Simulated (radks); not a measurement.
The numbers below are computed, except where a source is named.
Q: Ti2+, 20 electrons, occupied as [Ar] 3d2. Code: a radial shooting solver on a logarithmic mesh with Libxc functionals. Model: scalar-relativistic Kohn-Sham, LB94 model potential, spin-unpolarised, spherical densities, finite nucleus; Fermi nuclear charge, rms radius 3.5921 fm. Some entries of the table are withheld. Estimate them.

| orbital | occ. | eigenvalue (hartree) | <r> (bohr) | r(max) (bohr) |
|---|---|---|---|---|
| 1s | 2 | (1) | 0.06938 | 0.04555 |
| 2s | 2 | (2) | 0.3238 | (3) |
| 2p | 6 | -17.70382 | 0.2882 | 0.2191 |
| 3s | 2 | -3.14013 | 1.011 | 0.8691 |
| 3p | 6 | -2.28092 | 1.087 | 0.9016 |
| 3d | 2 | -1.00842 | 1.382 | 0.9671 |

A: 
(1) 1s eigenvalue (hartree): -181.8744
(2) 2s eigenvalue (hartree): -21.09720
(3) 2s r(max) (bohr): 0.2691
